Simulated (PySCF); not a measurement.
CdFCl, SMILES [F][Cd][Cl].

Coordinates come from a B3LYP-D3(BJ)/def2-TZVP optimisation. The def2 effective core potentials stand for the cores of Cd; spin–orbit coupling is left out.

Level of theory: C-PCM-B3LYP/def2-SVP (PySCF).

The values are the electrostatic part of the solvation free energy, E(continuum) − E(gas) at the gas-phase geometry, in a cavity of scaled van der Waals radii (PySCF's table); cavitation and dispersion terms are not included. A continuum can't describe solvent molecules that bind to the metal. In vacuum the orbital gap is 6.03 eV. The dipole moment in vacuum is 0.47 D.

```
solvent           ε  ΔG(elec) (kcal/mol)  dipole (D)  gap (eV)
------------  -----  -------------------  ----------  --------
water         78.36                -17.8        0.04      6.59
2-propanol    19.26                -17.0        0.06      6.56
diethylether   4.24                -13.2        0.17      6.44
```
